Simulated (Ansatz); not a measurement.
Basis-set extrapolation for C$_{2}$H$_{6}$O$_{2}$SSi, SMILES `CC(=S)O[SiH2]O` (PBE0-D4/def2-TZVP geometry, frozen core, Ansatz 0.2.0). Multiplicity 1, RHF reference.

```
                      def2-TZVPP   def2-QZVPP
                 HF  -915.624017  -915.655707
    MP2 correlation    -1.095027    -1.179713
CCSD(T) correlation    -1.185866      not run
```

Energies in hartree. Use E(X) = E(∞) + A·exp(−7.88·√X) for Hartree–Fock and E(X) = E(∞) + B·X^(−2.97) for correlation, with X = 3 and 4, and add CCSD(T) minus MP2 of the smaller set to the MP2 limit.

Problem. What is the CCSD(T) energy at the basis-set limit?

Solution. HF limit: -915.655707 + (-0.031690) × 0.13774 = -915.66007. MP2 limit: -1.179713 + (-0.084686) × 0.74074 = -1.24244. Higher-order term: -1.185866 − (-1.095027) = -0.09084. Total: -916.99335 hartree, 115.1 kcal/mol below CCSD(T)/def2-TZVPP.
